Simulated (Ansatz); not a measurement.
Gas-phase reaction in SMILES: N[SiH](N)N -> [NH][SiH](N)N + H atom (the H-N bond breaks)

Wanted: bond dissociation energy (electronic), in kcal/mol. Set-up: spin-orbit terms left out; six Cartesian d functions in 6-31G* and its kin unless marked 5d; frozen cores in correlated levels; no dispersion term unless named; non-relativistic; UHF or UKS for open shells. Basis-set limits of correlation are two-point, X^-3; Hartree-Fock from the larger set. Ab initio and DFT rows: single points at B3LYP-D3(BJ) geometries (Ansatz, a quantum-chemistry and plane-wave program).

```tsv
species	coefficient	E at B3LYP/6-31G* (Ansatz), Eh	E at wB97X-V/def2-TZVPD (Ansatz), Eh
N[SiH](N)N	-1	-458.03763	-458.04898
[NH][SiH](N)N	+1	-457.35555	-457.36049
H atom	+1	-0.50027	-0.50049
```

Coupled cluster (Ansatz) is a level with limits of its own, used here on species with T1 under 0.025 (0.045 for open shells) and stable references: CCSD(T)/CBS(aug-cc-pV(T+d)Z,aug-cc-pV(Q+d)Z). Value to compare with, CCSD(T)/CBS(aug-cc-pV(T+d)Z,aug-cc-pV(Q+d)Z) (Ansatz): 120.7 kcal/mol. 1 Eh = 627.5095 kcal/mol.

Question: Work the quantity out at each level, and compare with CCSD(T)/CBS(aug-cc-pV(T+d)Z,aug-cc-pV(Q+d)Z) (Ansatz).

Answer: 
- B3LYP/6-31G*: the sum of coefficient times E is 0.18181 Eh, or 114.09 kcal/mol. Result: 114.1 kcal/mol. Its difference against CCSD(T)/CBS(aug-cc-pV(T+d)Z,aug-cc-pV(Q+d)Z) (Ansatz) is -6.6 kcal/mol.
- wB97X-V/def2-TZVPD: the sum of coefficient times E is 0.18800 Eh, or 117.97 kcal/mol. Result: 118.0 kcal/mol. Its difference against CCSD(T)/CBS(aug-cc-pV(T+d)Z,aug-cc-pV(Q+d)Z) (Ansatz) is -2.7 kcal/mol.
